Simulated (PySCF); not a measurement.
Species: C₄H₈FSSi₂ (doublet state).
Z-matrix (Å and degrees, GFN2-xTB geometry), rows numbered from 1:
```
C 
C   1  1.3201
C   2  1.5168  1  128.09
C   3  1.5044  2   95.53  1  -176.18
S   4  1.7206  3  123.24  2  -174.76
Si  5  2.1585  4  101.29  3  -174.73
Si  4  1.8580  3   96.41  2    -4.46
F   7  1.6237  2  120.40  1    67.94
H   1  1.0802  2  122.12  3     0.28
H   1  1.0774  2  121.73  3  -179.98
H   3  1.0944  2  113.12  1    65.00
H   3  1.0939  2  113.77  1   -57.60
H   6  1.4540  5  101.44  4  -177.82
H   6  1.4549  5  108.16  4    62.43
H   6  1.4580  5  107.05  4   -58.75
H   7  1.4547  2  121.73  1   -60.37
```

The hyperfine couplings belong to this conformer and change with its torsions.

As a line formula: `C=C1C[C](S[SiH3])[Si@@H]1F` [radical].

Computed, not measured: UKS B3LYP, pcH-1 on C F H S Si, non-relativistic, mean-field spin-orbit, GIAO in PySCF. The structure is a single GFN2-xTB conformer in the gas phase; no vibrational or solvent corrections. A GFN2-xTB geometry isn't a minimum of the functional, and hyperfine couplings can be far from their values at a DFT geometry. The SCF solution wasn't tested for stability.

Problem. Give the isotropic g value and a_iso(1H) at H12.

Solution. g_iso = 2.00504 and a = +95.48 MHz, or +3.402 mT (Mulliken spin population +0.04).

Problem. Take this nucleus alone (I = 1/2, g_N = 5.5857) with S = 1/2. Where do its 2 lines fall at 9.304 GHz to first order, to second order and exactly?

Solution. B0 = hν/(g μB) = 331.540 mT and a/B0 = 0.0103. B(1) = B0 − a·mI, B(2) = B(1) − a²[I(I+1) − mI²]/(2B0); the exact values solve the Breit–Rabi equation, nuclear Zeeman term included.

```
  mI  first order (mT)  second order (mT)  exact (mT)  exact − first order
−1/2           333.241            333.232     333.233               -0.009
+1/2           329.839            329.830     329.830               -0.009
```

Problem. What levels remain at zero field?

Solution. F = I ± 1/2 = 1 and 0, at a·I/2 = +23.9 MHz and −a(I+1)/2 = -71.6 MHz, that is |a|(I + 1/2) = 95.5 MHz apart; F = 0 lies lower.

Other couplings of abundant isotopes, left aside here: 1 × 19F 92 MHz, 1 × 1H 91 MHz, 1 × 1H 26 MHz, 3 × 1H 4 MHz, 1 × 1H 2 MHz, 1 × 1H 2 MHz.

Class means assume fast exchange of nuclei equivalent by connectivity; if that motion is slow, each nucleus keeps its own coupling. The three 1H nuclei of mean +4.1 MHz run from -2.1 to 7.2 MHz in the frozen geometry.
